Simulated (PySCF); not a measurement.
Species: C2H8O2PSi (charge +1).
SMILES: `CC(=O)O[SiH2][PH3+]`

The closed-shell SCF was solved with PySCF and density fitting under several settings on one GFN2-xTB geometry (grid level 2 and gas phase unless stated).

| settings | basis functions | SCF cycles | E (Eh) | HOMO (eV) | LUMO (eV) |
| --- | --- | --- | --- | --- | --- |
| CAM-B3LYP/def2-SVPD | 198 | 14 | -861.6653 | -14.60 | -4.26 |
| B3LYP/IGLO-II, start guess huckel | 206 | 13 | -862.1842 | -12.96 | -5.51 |

Question: Estimate the row for these settings: PBE0/pcSseg-1, grid level 4.

Answer: 
| settings | basis functions | SCF cycles | E (Eh) | HOMO (eV) | LUMO (eV) |
| --- | --- | --- | --- | --- | --- |
| PBE0/pcSseg-1, grid level 4 | 156 | 14 | -861.5442 | -13.20 | -5.29 |

Question: Over all rows, what range does the HOMO–LUMO gap span?

Answer: From 7.45 eV (B3LYP/IGLO-II, start guess huckel) to 10.34 eV (CAM-B3LYP/def2-SVPD). The functional of the narrowest has 20 % exact exchange, that of the widest range-separated exact exchange.

Cycle counts include a coarse-grid stage where the run had one.

Shape of the structure used: `[CH3:1][C:2](=[O:3])[O:4][SiH2:5][PH3+:6]`: C1–C2–O4–Si5 180°, C2–O4–Si5–P6 0°.

One conformer stands for the species.
